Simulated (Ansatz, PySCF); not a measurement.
Protons, H atoms and electrons added to or taken from O[SiH3]. Gas-phase values, no solvent. One relaxed conformer stands for each flexible species; it need not be the lowest. Strings in code marks are SMILES.

Quantity: vertical ionisation energy (energy after one electron is removed minus that of the parent at the parent's geometry), in eV.

Level 1: ωB97X-D3(BJ)/def2-TZVP // B3LYP-D3(BJ)/def2-TZVP (PySCF)
Level 2: frozen-core MP2/cc-pVTZ // B3LYP-D3(BJ)/def2-TZVP (Ansatz, a program for electronic structure)
Level 3: minus the HOMO energy of HF/3-21G // B3LYP-D3(BJ)/def2-TZVP (PySCF)
Level 4: minus the HOMO energy of PBE-D3(BJ)/def2-TZVP // B3LYP-D3(BJ)/def2-TZVP (PySCF)

```
species         level 2  level 3  level 4
--------------  -------  -------  -------
`[OH2+][SiH3]`    18.63    19.00    14.15
```

**Question.** What does level 1 give for each?

**Answer.** 
- `[OH2+][SiH3]`: 18.60
